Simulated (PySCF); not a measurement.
Si(H)(F)(OMe)(NH2) (CH₆FNOSi), SMILES CO[SiH](F)N. Atoms are numbered in the order given.

```xyz
11

Si     0.3831    -0.4133     0.2484
N      1.9027     0.2823     0.5519
F      0.1853    -0.9850    -1.2711
O     -0.7363     0.7872     0.4165
C     -2.0464     0.7781    -0.1091
H      0.1867    -1.5864     1.1292
H      2.7071    -0.2691     0.8268
H      2.1534     1.2036     0.2100
H     -2.4331     1.8091    -0.1100
H     -2.7233     0.1599     0.5088
H     -2.0718     0.3926    -1.1431
```

Geometry optimised at B3LYP-D3(BJ)/def2-SVP. The structure was generated by enumeration, and PubChem lists no compound with its InChIKey, so it may never have been made. The values are those of a single conformer.

Computed with PBE/def2-TZVP run with PySCF.

Gas-phase values at a fixed geometry.

The total energy is -560.84341 hartree. The highest occupied level is -6.44 eV, the lowest empty level comes out as 0.09 eV and the orbital gap is 6.53 eV. The dipole moment is 1.00 D and the quadrupole, principal values (traceless, Buckingham form, about the centre of nuclear charge) is -10.72, -0.04, 10.76 D·Å. The mean static polarisability is 48.9 bohr³ (7.25 Å³) and the polarisability, principal values is 42.3, 46.6, 57.9 bohr³.
